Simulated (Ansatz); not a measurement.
Abridged output of a molecular run in Ansatz:

```
Functional definition: HF
658 factors; integrals over basis functions are off by at most 7.3e-4 eV
mean field evaluation 1: about -52468.2699 eV, gradient 5.0e1 eV
mean field evaluation 2: about -52468.3395 eV, gradient 5.0e1 eV
mean field evaluation 4: about -52472.8410 eV, gradient 2.6e0 eV
mean field evaluation 8: about -52472.8729 eV, gradient 8.2e-2 eV
mean field -52472.87289950 eV, -1928.3425116659 hartree, gradient 1.7e-6 eV, S^2 0.000000; 0 other end points of the search recorded, 0 dependent functions left out
7 core orbitals not correlated: weight in the atoms' cores, before any rotation towards them, 1.000 or more for the frozen orbitals, at most 0.000 for the correlated occupied ones
reference -52472.87289950 eV, -1928.3425116659 hartree; 17, 17 occupied and 45, 45 virtual orbitals, 658 factors
second order -20.46144595 eV of doubles, -0.00000000 eV of singles
cycle   1  -19.29325703 eV  change     1.2e0 eV  update   1.2e-1
cycle   2  -19.87738943 eV  change   -5.8e-1 eV  update   4.1e-2
cycle   3  -19.98730127 eV  change   -1.1e-1 eV  update   2.1e-2
cycle   4  -19.97611635 eV  change    1.1e-2 eV  update   6.9e-3
cycle   5  -19.96684082 eV  change    9.3e-3 eV  update   3.2e-3
cycle   6  -19.96709298 eV  change   -2.5e-4 eV  update   1.1e-3
cycle   7  -19.96686656 eV  change    2.3e-4 eV  update   3.3e-4
cycle   8  -19.96678593 eV  change    8.1e-5 eV  update   1.2e-4
cycle   9  -19.96681419 eV  change   -2.8e-5 eV  update   4.6e-5
cycle  10  -19.96685445 eV  change   -4.0e-5 eV  update   1.8e-5
perturbative correction -0.47355122 eV, -0.0174026862 hartree
Total energy: -52493.31330516 eV, -1929.0936827191 hartree
```

Its atoms:

Cartesian coordinates in Å:
```
O 1.635 -0.542 -0.457
Zn 0.083 0.152 0.019
O -1.389 0.991 0.513
H 1.838 -1.392 -0.063
H -2.166 0.791 -0.012
```

Problem. Which basis set was used?
A. def2-TZVPPD
B. cc-pV(T+d)Z
C. def2-SVP
D. def2-QZVPP

Solution. C. It gives 69 functions.

Problem. Write the keys of the input that set method, charge and spin (a neutral closed shell needs none for the last two).

Solution. 
```yaml
correlation: {method: ccsd_t}
```
